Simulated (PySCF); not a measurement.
# Two-component Hartree-Fock for Tb⁺ (terbium, charge +1)

Start: [Xe] 4f9 6s1; 4f5/2 filled at m_j = -5/2, -3/2, -1/2, +1/2, +3/2, +5/2; 4f7/2 filled at m_j = +3/2, +5/2, +7/2; 6s1/2 filled at m_j = +1/2. Calculated with PySCF 2.14 in x2c-SVPall-2c (7s10p9d3f1g, 112 functions): generalised Hartree-Fock with the X2C-1e Hamiltonian and a Gaussian nucleus; one run each with spin-orbit coupling (SO) switched off, then screened by Boettger's factors.

```csv
spinor shell,electrons,"ε, spin-free (eV)","ε, screened SO (eV)",weight of nominal j (screened SO),"rms radius, screened SO (bohr)"
1s1/2,2,-52259.0,-52248.8,1.000,0.0245
2s1/2,2,-8789.9,-8786.8,1.000,0.0989
2p1/2,2,-7807.0,-8334.0,1.000,0.0846
2p3/2,4,-7807.0,-7582.1,1.000,0.0912
3s1/2,2,-2005.1,-2004.0,1.000,0.255
3p1/2,2,-1695.7,-1806.8,1.000,0.246
3p3/2,4,-1695.7,-1647.6,1.000,0.260
3d3/2,4,-1291.0,-1311.6,0.998,0.232
3d5/2,6,-1291.0,-1276.3,0.999,0.236
4s1/2,2,-425.42,-425.10,1.000,0.576
4p1/2,2,-321.00,-347.16,0.986,0.593
4p3/2,4,-321.00,-309.50,0.993,0.622
4d3/2,4,-174.50,-182.66,0.790,0.671
4d5/2,6,-174.50,-168.79,0.860,0.679
5s1/2,2,-64.046,-63.993,1.000,1.43
5p1/2,2,-36.812,-40.633,0.936,1.62
5p3/2,4,-36.812,-35.140,0.968,1.74
4f5/2,6,-19.728,-19.334,0.723,0.975
4f7/2,3,-19.728,-20.323,0.807,0.965
6s1/2,1,-10.680,-10.682,1.000,4.23
```

```tsv
quantity	spin-free	screened SO
E (hartree)	-11700.07205	-11708.14488
M_J	8	8
⟨J²⟩	72.015	72.021
⟨L²⟩	30.009	30.557
⟨S²⟩	12.007	11.849
```

Each row is a mean over spinors that exchange with the open shell spreads, by up to 15.209 eV (4d5/2).

Rows whose weight is well below 1 are mixtures of j = l ± 1/2: exchange outweighs spin-orbit coupling there, and the label is only the starting occupation.

Breit and QED terms are absent; they matter most for the inner s and p1/2 levels.

Densities and radii are taken from the X2C orbitals without a picture-change correction, which distorts them close to the nucleus.

Without spin-orbit coupling the j labels of p, d and f shells carry no meaning; the spin-free column gives the mean over the occupied spinors of each nl shell.
